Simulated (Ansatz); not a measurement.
C₂H₇FOSi₂, SMILES C=C[Si@H](F)[SiH2]O.

Geometry: ωB97X-D3(BJ)/def2-SVP. The structure was generated by enumeration; whether it is a known compound was not checked. One conformer was computed; it need not be the lowest.

Two levels are set side by side: PBE/def2-SVPD (Ansatz, a quantum-chemistry and plane-wave program) and PBE0/def2-SVPD (Ansatz). Energy differences of separate SCF runs at the same geometry; the states with an electron removed or added have multiplicity 2 and 2. Differences are taken from unrounded values.

```
quantity                           PBE0   PBE  PBE minus PBE0
---------------------------------  ----  ----  --------------
vertical ionisation energy (eV)    9.41  9.05           -0.36
vertical singlet–triplet gap (eV)  4.03  4.07            0.03
```
